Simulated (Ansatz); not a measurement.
Level of theory: frozen-core CCSD(T)/def2-SVP // PBE-D3(BJ)/def2-SVP (Ansatz, a first-principles code).

Ansatz 0.2 input:
```yaml
crystal:
  periodic: [false, false, false]
  atoms:
    - { symbol: F, position_ang: [-0.006233, 3.188276, 2.261363] }
    - { symbol: Si, position_ang: [-0.003687, 1.852088, 1.313999] }
    - { symbol: Si, position_ang: [1.532026, 0.088617, 1.25019] }
    - { symbol: F, position_ang: [3.099942, 0.194547, 1.737659] }
    - { symbol: Si, position_ang: [0.074211, -1.689512, 1.015983] }
    - { symbol: F, position_ang: [-0.397681, -2.880472, 2.048814] }
    - { symbol: Si, position_ang: [-1.607489, 0.156974, 1.148049] }
    - { symbol: F, position_ang: [-2.689126, -0.219131, 2.329313] }
    - { symbol: Si, position_ang: [-1.599196, -0.164134, -1.141298] }
    - { symbol: F, position_ang: [-2.683747, 0.217665, -2.318493] }
    - { symbol: Si, position_ang: [0.070789, 1.695579, -1.018646] }
    - { symbol: F, position_ang: [-0.416741, 2.879204, -2.052408] }
    - { symbol: Si, position_ang: [1.525542, -0.084751, -1.245461] }
    - { symbol: F, position_ang: [3.088748, -0.180888, -1.749299] }
    - { symbol: Si, position_ang: [0.003676, -1.8583, -1.316784] }
    - { symbol: F, position_ang: [0.008965, -3.195663, -2.262682] }
basis:
  gaussian: { orbitals: def2-SVP }
correlation:
  method: ccsd_t
```

Output:

```
Functional definition: HF
2336 factors; integrals over basis functions are off by at most 9.0e-4 eV
mean field evaluation 1: about -84503.3409 eV, gradient 7.3e1 eV
mean field evaluation 2: about -84503.4831 eV, gradient 7.3e1 eV
mean field evaluation 4: about -84515.4065 eV, gradient 5.5e0 eV
mean field evaluation 8: about -84515.8045 eV, gradient 9.2e-1 eV
mean field evaluation 16: about -84515.8270 eV, gradient 2.2e-5 eV
mean field evaluation 32: about -84508.7954 eV, gradient 1.3e1 eV
mean field -84515.82697908 eV, -3105.8993545961 hartree, gradient 1.5e-6 eV, S^2 0.000000; 0 other end points of the search recorded, 0 dependent functions left out
48 core orbitals not correlated
reference -84515.82697908 eV, -3105.8993545961 hartree; 44, 44 occupied and 164, 164 virtual orbitals, 2336 factors
second order -59.66426983 eV of doubles, -0.00000000 eV of singles
cycle   1  -59.04953046 eV  change    6.1e-1 eV  update   2.4e-1
cycle   2  -60.61453277 eV  change    -1.6e0 eV  update   7.9e-2
cycle   3  -61.02314857 eV  change   -4.1e-1 eV  update   5.0e-2
cycle   4  -61.01763389 eV  change    5.5e-3 eV  update   1.9e-2
cycle   5  -60.99349022 eV  change    2.4e-2 eV  update   1.3e-2
cycle   6  -60.99768382 eV  change   -4.2e-3 eV  update   6.0e-3
cycle   7  -61.00089832 eV  change   -3.2e-3 eV  update   2.6e-3
cycle   8  -61.00006295 eV  change    8.4e-4 eV  update   8.7e-4
cycle   9  -61.00044264 eV  change   -3.8e-4 eV  update   3.9e-4
cycle  10  -61.00097842 eV  change   -5.4e-4 eV  update   1.3e-4
cycle  11  -61.00081037 eV  change    1.7e-4 eV  update   6.2e-5
cycle  12  -61.00079645 eV  change    1.4e-5 eV  update   2.9e-5
perturbative correction -1.91196623 eV, -0.0702634632 hartree
Total energy: -84578.73974176 eV, -3108.2113559809 hartree
```

Cost: roughly 70 core-minutes.
